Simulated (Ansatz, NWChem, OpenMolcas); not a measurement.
# How methods differ on CsCl (SMILES [Cl][Cs])

CsCl: 2 atoms, total charge 0, spin state singlet. SMILES: `[Cl][Cs]`. The bond length is the measured one.

| atom | x (Å) | y (Å) | z (Å) |
| --- | --- | --- | --- |
| Cl | 0.0000 | 0.0000 | 0.0000 |
| Cs | 0.0000 | 0.0000 | 2.9063 |

Quantity: the vertical energy of the triplet above the singlet, in eV. The values are calculated.

| level | kind | program | value (eV) | less CCSD(T)/def2-TZVPP | CPU time (all runs) |
| --- | --- | --- | --- | --- | --- |
| PBE/def2-TZVPP (core potential) | GGA | OpenMolcas | 4.77 | +0.10 | 17 s |
| TPSS/def2-TZVPP (core potential) | meta-GGA | NWChem | 4.92 | +0.25 | 27 s |
| B3LYP/def2-TZVPP (core potential) | global hybrid | OpenMolcas | 4.75 | +0.08 | 16 s |
| r2SCAN0/def2-TZVPP (core potential) | hybrid meta-GGA | Ansatz | 4.84 | +0.17 | 79 s |
| HSE06/def2-TZVPP (core potential) | range-separated hybrid | Ansatz | 4.79 | +0.12 | 27 s |
| PBE-QIDH/def2-TZVPP (core potential) | double hybrid | Ansatz | 4.86 | +0.19 | 38 s |
| RPA@PBE0/def2-TZVPP (core potential) | RPA | Ansatz | 4.53 | -0.14 | 39 s |
| CCSD(T)/def2-TZVPP (core potential) | coupled cluster or CI | Ansatz | 4.67 | 0.00 | 16 s |

CCSD(T)/def2-TZVPP (core potential) is the highest level here, not the true value. Spin-orbit coupling, which can split open shells on such heavy atoms by tenths of an eV, is left out. The values span 4.53 to 4.92 eV. CPU times are rough (shared hosts, several kinds of processor): they show what a rung costs within a factor of a few.
